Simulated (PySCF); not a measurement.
# Electron correlation in Ba (barium, neutral)

[Xe] 6s1 6p1, 6s spin antiparallel (an excited configuration). Computed with PySCF 2.14 in aug-cc-pVQZ-X2C, with scalar relativity by spin-free X2C-1e. Frozen: [Xe]; 2 electrons correlated.

Total MP2 correlation energy: -10.49 mhartree.

Same-spin part 0.00 and opposite-spin part -10.49 mhartree; SCS-MP2 scales them by 1/3 and 6/5 to -12.59 mhartree.
